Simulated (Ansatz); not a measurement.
ClH₅OSiSn (`[SiH3][O][SnH2][Cl]`). Total charge 0; spin multiplicity 1. Sn takes the def2 core potential.

Z-matrix (Å, degrees):
```
Si
O 1 1.637
H 1 1.488 2 111.3
H 1 1.485 2 107.7 3 119.6
H 1 1.489 2 111.2 3 -120.9
Sn 2 1.943 1 136.7 3 68.3
Cl 6 2.324 2 105.7 1 -13.1
H 6 1.695 2 106.9 1 -128.6
H 6 1.696 2 107.9 1 102.4
```

Question: What are the harmonic wavenumbers in cm⁻¹ at PBE0-D4/def2-TZVP (Ansatz, finite differences of forces, unscaled)? (Estimate.)

Answer: The calculation gave: 5, 64, 66, 172, 375, 437, 471, 506, 635, 672, 724, 733, 952, 957, 983, 1007, 1986, 1998, 2208, 2216, 2229.
